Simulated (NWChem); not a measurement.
System: C$_{2}$HF$_{3}$; SMILES FC(=CF)F

NWChem input:

```
start job
memory heap 200 mb stack 900 mb global 1100 mb
geometry units angstroms noautoz
  F      0.077472    -1.879090     0.000000
  C     -0.628297    -0.754922     0.000000
  C     -0.030783     0.432853     0.000000
  F      1.261861     0.620864     0.000000
  F     -0.696918     1.560862     0.000000
  H     -1.713533    -0.858186     0.000000
end
basis spherical
  * library 6-31g*
end
dft
  xc xpbe96 cpbe96
  iterations 150
  vectors input atomic output neutral.movecs
end
task dft energy
charge 1
dft
  odft
  mult 2
  vectors input atomic output cation.movecs
end
task dft energy
```

All runs use the structure optimised with PBE0/def2-SVP.

Ions are spin-unrestricted doublets at the neutral geometry; other ion states weren't tried.

Q: Give the results of this calculation. (PBE/6-31G* (spherical d), vertical spin-unrestricted ions.) Quantities: vertical ionisation energy, ΔSCF (eV); −ε(HOMO) (eV).

A: 
```yaml
vertical ionisation energy, ΔSCF (eV): 9.53
"−ε(HOMO) (eV)": 5.51
```
